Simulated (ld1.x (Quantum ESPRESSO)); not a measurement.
# lithium, TM: configuration errors across variants

```json
{
 "Element": "lithium (Li)",
 "Generator": "ld1.x (Quantum ESPRESSO) 7.5",
 "Type": "norm-conserving Troullier–Martins (Kleinman–Bylander form)",
 "Functional": "LDA (PZ)",
 "Relativity": "scalar-relativistic",
 "Frozen core": "[He]",
 "Valence charge": "1",
 "Reference configuration": "2s1 2p0",
 "Partial waves": "2s (bound): rc 2.85 bohr; 2p (bound, empty): rc 4.20 bohr; 3d channel at -0.15 Ry: rc 3.65 bohr",
 "Local potential": "all-electron potential smoothed inside 3.05 bohr (lloc = -1)",
 "Core correction": "none"
}
```

All-electron excitation energies from the reference (eV): (1) 2s0.5 2p0 2.045; (2) 2s0 2p1 1.754; (3) 2s1 2p0 spin -0.233; (4) 2s0.5 2p0 spin 1.953.

Spin tests fill each open shell by Hund’s rule, majority spin first.

The overlap operator is not positive definite (basis up to 400 Ry) in “type ultrasoft; waves now 2s (bound): rcut 2.50, rcutus 2.85 bohr; 2s channel at 2.5 Ry: rcut 2.50, rcutus 2.85 bohr; 2p (bound): rcut 3.65, rcutus 4.20 bohr; 2p channel at 1.7 Ry: rcut 3.65, rcutus 4.20 bohr; 3d channel at -0.15 Ry: rcut 3.15, rcutus 3.65 bohr; local potential all-electron potential smoothed inside 2.70 bohr (lloc = -1); augmentation built from norm-conserving waves at rcut, not smoothed further”. Such files are unfit for use, however small their errors in these radial tests.

1 further variants failed, have other tests or another functional or relativity, and are left out.

Errors AE − PS in meV (a dash: test not solved or not reliable):

```tsv
change	(1)	(2)	(3)	(4)	bound ghosts
base	+5.8	-0.7	+20	+16	none
all radii scaled by about 0.90 (s 2.58, p 3.80, d 3.30 bohr); local potential all-electron potential smoothed inside 2.76 bohr (lloc = -1)	+5.9	+0.7	+20	+17	none
local potential all-electron potential smoothed inside 2.35 bohr (lloc = -1)	+5.9	-0.7	+20	+16	none
wave 3d channel at -0.15 Ry: rc 3.65 bohr becomes 3d channel at -0.15 Ry: rc 4.58 bohr	+5.8	-0.7	+20	+16	none
core correction a·sin(br)/r model core inside 1.62 bohr	+0.9	-5.2	+1.1	+1.0	none
wave 3d channel at -0.15 Ry: rc 3.65 bohr becomes 3d channel at 3.59 Ry: rc 3.65 bohr	+5.8	-0.7	+20	+16	none
type ultrasoft; waves now 2s (bound): rcut 2.50, rcutus 2.85 bohr; 2s channel at 2.5 Ry: rcut 2.50, rcutus 2.85 bohr; 2p (bound): rcut 3.65, rcutus 4.20 bohr; 2p channel at 1.7 Ry: rcut 3.65, rcutus 4.20 bohr; 3d channel at -0.15 Ry: rcut 3.15, rcutus 3.65 bohr; local potential all-electron potential smoothed inside 2.70 bohr (lloc = -1); augmentation built from norm-conserving waves at rcut, not smoothed further	+5.8	+0.8	+20	+17	not determined (overlap not positive)
wave 2p (bound): rc 4.20 bohr becomes 2p (bound): rc 3.64 bohr	+5.8	+0.8	+20	+16	none
local potential all-electron potential smoothed inside 3.90 bohr (lloc = -1)	+5.4	-0.7	+20	+16	none
```

Give the same row for: wave 2s (bound): rc 2.85 bohr becomes 2s (bound): rc 2.20 bohr.

+5.9, -0.6, +20, +17; bound ghosts: none.
